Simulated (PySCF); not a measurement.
## How methods differ on the fine-structure interval of I⁴⁺

I⁴⁺ [Kr] 4d10 5s2 5p1 [5p1/2^1, M_J = 1/2] → I⁴⁺ [Kr] 4d10 5s2 5p1 [5p3/2^1, M_J = 3/2], as a difference of total energies. Computed with PySCF 2.14 in x2c-TZVPPall-2c (8s9p5d2f, 74 functions), with the two-component X2C-1e Hamiltonian. Correlated levels: [Ar] 3d10 frozen; the 6 highest virtual spinors dropped. "Screened" scales the spin-orbit matrix elements by Boettger's factors to mimic the two-electron term; Breit and QED terms are absent.

| method | fine-structure interval (cm⁻¹) |
| --- | --- |
| GHF (screened spin-orbit) | 13199 |
| GMP2 (screened spin-orbit) | 12202 |
| GHF (bare spin-orbit) | 13689 |
